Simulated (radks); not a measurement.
The rhodium ion Rh31+, 14 electrons, occupied as [Ne] 3s2 3p2.

Calculated with a radial shooting solver on a logarithmic mesh with Libxc functionals: scalar-relativistic Kohn-Sham, BLYP, spin-polarised, spherical densities, finite nucleus; open shells are filled with parallel spins first (spin-orbit coupling, left out, can overturn this in heavy ions); Fermi nuclear charge, rms radius 4.4945 fm.

Energy parts (eV):
total: -110235.615
kinetic: 114809.946
electron-nucleus: -239319.606
Hartree: 16621.903
exchange-correlation: -2347.858

Orbitals (lengths in bohr, moments of r in powers of bohr; r(max) is where P^2 peaks; r(90%) holds 90 % of the orbital's charge):
orbital  occ.  eigenvalue (eV)  r(90%)   r(max)  <1/r>
1s up       1        -24708.77  0.0585  0.02117  47.06
1s down     1        -24704.93  0.0585  0.02117  47.06
2s up       1        -4934.835   0.215   0.1190  10.81
2s down     1        -4931.740   0.215   0.1190  10.81
2p up       3        -4605.144   0.197  0.09497  10.45
2p down     3        -4600.904   0.197  0.09503  10.45
3s up       1        -1906.186   0.497   0.3241  4.327
3s down     1        -1891.344   0.498   0.3242  4.320
3p up       2        -1801.303   0.492   0.3119  4.187
3p down     0        -1786.535   0.493   0.3118  4.184

The highest occupied level is 3p up at -1801.3 eV. For comparison, the ionisation energy in NIST's Atomic Spectra Database is 1851 eV (semi-empirical). In exact Kohn-Sham theory the highest level is minus the ionisation energy, but local and semilocal functionals leave it too shallow, through self-interaction and a potential that decays too fast; potentials with the right tail come closer. The spin density at the nucleus is -6.84 e/bohr^3 (1s -11.10, 2s -0.74, 3s 5.01). Spin moment in Bohr magnetons: 2. Summed over all electrons, <r^2> = 0.6799 bohr^2, which gives a Langevin (diamagnetic) susceptibility term of -0.538 x 10^-6 cm^3/mol. The electron density at the nucleus is 1.246e+05 e/bohr^3 (large components only). The density falls to 0.001 e/bohr^3 at r = 0.92 bohr.
